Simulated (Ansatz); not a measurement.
O, charge +1, quartet. Base run: Ansatz (a first-principles code) with HF/aug-cc-pVDZ.

The Ansatz input:
Ansatz 0.2 input:
```yaml
crystal:
  periodic: [false, false, false]
  atoms:
    - {symbol: O, position_ang: [0.00000000, 0.00000000, 0.00000000]}
basis:
  gaussian:
    orbitals: aug-cc-pVDZ
hamiltonian:
  xc: hf
total_charge: 1
magnetization: {spin_polarized: true, initial_magnetization: 3}
```

Each row names what was changed in the base input (with any setting that the change needs).

| change | ΔE vs base (mEh) |
|---|---|
| base | 0.000 |
| point_charge = charge:0.5 position_ang:1.4588, -1.9553, 1.7461 | 87.863 |
| fitting.mean_field = cc-pVTZ-JKFIT | -0.004 |
| point_charge = charge:1.0 position_ang:0.178, 2.3757, 1.8233 | 175.1 |
| fitting.mean_field = def2-universal-JKFIT | 0.011 |
| nuclear_model = gaussian | 0.013 |
| lower_state_search = light | 0.000 |
| lower_state_search = off | 0.000 |
| point_charge = charge:-1.0 position_ang:-1.8392, -1.6513, 1.7001 | -177.7 |
| lower_state_search = full | 0.000 |
| forces = on | 0.000 |
